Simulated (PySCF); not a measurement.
phosphorus nitride (NP), SMILES P#N. Heavy atoms are numbered as in [N:1]#[P:2].

Geometry: B3LYP-D3(BJ)/def2-TZVPD.

The numbers are results of PySCF with PBE/pcSseg-2, not measurements.

GIAO shieldings, no solvent; atoms alike by connectivity are averaged. δ = σ(ref) − σ: ¹⁵N against NH3 (σ = 262.8 ppm); ³¹P against PH3 (σ = 572.3 ppm), references at their B3LYP-D3(BJ)/def2-TZVP geometries, non-relativistic.

```
nucleus  atoms  count  δ (ppm)
-------  -----  -----  -------
¹⁵N         N1      1    670.3
³¹P         P2      1    604.5
```
